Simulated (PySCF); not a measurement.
How methods differ on the excitation energy of Os⁺

Os⁺ [Xe] 4f14 5d6 6s1 (6D) → Os⁺ [Xe] 4f14 5d6 6p1 (high-spin determinant), as a difference of total energies. Computed with PySCF 2.14 in ANO-RCC-VTZP, with the spin-free X2C one-electron Hamiltonian (Gaussian nucleus). Correlated levels: valence: [Xe] 4f14 frozen. The calculations carry no spin-orbit coupling.

| method | excitation energy (eV) |
| --- | --- |
| UHF | 5.610 |
| PBE | 6.092 |
| PBE0 | 6.020 |
| MP2 (valence) | 5.934 |
| SCS-MP2 (valence) | 5.823 |

**Question.** Estimate what r2SCAN gives.

**Answer.** 6.225 eV, closest to PBE among the rows shown.

**Question.** Estimate what LDA gives.

**Answer.** 6.197 eV, closest to PBE among the rows shown.

A first-order spin-orbit estimate (lowest level to lowest level, LS coupling) adds 0.327 eV.

The basis was made for the ground configuration and has no added diffuse functions, so the excitation energy can come out too high.

The determinant of the upper state mixes LS terms, which raises its energy above the lowest term, most at the Hartree-Fock and MP2 levels.
